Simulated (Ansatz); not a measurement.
## Which isomer of AlF2H4NSi gives these data?

These gas-phase data were calculated for one isomer of AlF2H4NSi at PBE-D3(BJ)/def2-SVP (harmonic, unscaled wavenumbers; equilibrium rotational constants with average atomic masses):

| Property | Result |
| --- | --- |
| rotational constants | 10.39, 1.131, 1.117 GHz |
| all wavenumbers above 1500 cm⁻¹ | 3483, 2205, 2193, 1961 |
| dipole moment | 1.28 D (PBE0/def2-TZVPD) |

Candidates:

(1) `[F][Al]([F])[NH][SiH3]`, a singlet
(2) `[F][AlH][NH][SiH2]F`, a singlet

Task: Assign the data to one candidate and say why.

Result: Candidate (2). The band at 1961 cm⁻¹ lies where the Al–H stretch is expected; (1) has no mode between 1700 and 2050 cm⁻¹.

The same quantities for all candidates:

```tsv
	rotational constants (GHz)	wavenumbers above 1500 cm⁻¹	dipole (D)	E above the lowest, PBE-D3(BJ)/def2-SVP (kcal/mol)
(1)	5.869, 1.567, 1.255	3493, 2192, 2153, 2147	2.05	0.0
(2)	10.39, 1.131, 1.117	3483, 2205, 2193, 1961	1.28	6.7
```

Harmonic stretches to hydrogen usually lie a few per cent above observed fundamentals. Each candidate is one conformer. Programs: Ansatz 0.2.0.
